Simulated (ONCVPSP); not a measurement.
## Before and after: ONCV potential for Ni (Z = 28)

nickel, optimised norm-conserving Vanderbilt (ONCV), made with ONCVPSP 4.0.1 (LDA (Perdew-Wang 92), scalar-relativistic). Core [Ne], reference 3s2 3p6 3d8 4s1.75 (charge +0.25). Waves: 3s+4s: rc 1.00 bohr, ncon 4, nbas 9, qcut 12.9 1/bohr, 2 projectors; 3p: rc 0.75 bohr, ncon 3, nbas 7, qcut 9.5 1/bohr, 1 projector; 3d: rc 1.40 bohr, ncon 4, nbas 9, qcut 10.6 1/bohr, 1 projector. Local part: polynomial inside 0.60 bohr (lpopt 5, dvloc0 6 Ha). Core correction: none.

All-electron outer shells of the reference configuration (LDA (PZ), scalar-relativistic, ld1.x):

```
shell  level (eV)  outermost node (bohr)  outermost maximum (bohr)
   2p     -846.28                      –                      0.16
   3s     -112.64                   0.30                      0.64
   3p      -73.40                   0.27                      0.65
   3d      -11.27                      –                      0.63
   4s       -7.67                   0.92                      2.18
```

Change: d: rc 2.

Cutoffs: the cutoffs (Ha) at which the residual kinetic energy of the hardest occupied pseudo-wave falls to 1 and 0.1 mHa per electron; they do not see the model core or the augmentation charge, which bear on the density cutoff. Errors are all-electron minus pseudo energies relative to the spin-unpolarised reference configuration.

Predict the effect on cutoff, ghosts and configuration errors.

The potential gets neither clearly harder nor softer (59 Ha and 274 Ha → 59 Ha and 274 Ha); the s channel sets the loose cutoff, while the largest relative change is in d, which becomes softer; of the 4 tests that both files solve, the error grows in 3 and shrinks in 0 by more than 15 % and 0.3 meV (median size 2.5 → 7.8 meV); neither file shows a bound ghost. More of the atom is replaced by a form fitted at one configuration, so other configurations suffer.

| quantity | base | changed |
| --- | --- | --- |
| cutoff, loose | 59 Ha | 59 Ha |
| cutoff, tight | 274 Ha | 274 Ha |
| loose cutoff by channel | s 59 Ha, p 40 Ha, d 47 Ha | s 59 Ha, p 40 Ha, d 34 Ha |
| bound ghosts | none | none |
| GHOST(+) flags under 300 eV | none | none |
| error for 3s2 3p6 3d8 4s2, meV [ΔE -1.69 eV] | +0.2 | +0.3 |
| error for 3s2 3p6 3d8 4s1, meV [ΔE 7.91 eV] | +0.5 | +1.7 |
| error for 3s2 3p6 3d8 4s0, meV [ΔE 25.56 eV] | +6.3 | +14 |
| error for 3s2 3p6 3d9 4s1, meV [ΔE -3.33 eV] | +4.4 | +44 |
| s: phases at 1.01 bohr within 0.05 rad from the reference energy up to (Ha; the scan ends near 5) | to the end of the scan | to the end of the scan |
| p: phases at 0.76 bohr within 0.05 rad from the reference energy up to (Ha; the scan ends near 5) | to the end of the scan | to the end of the scan |
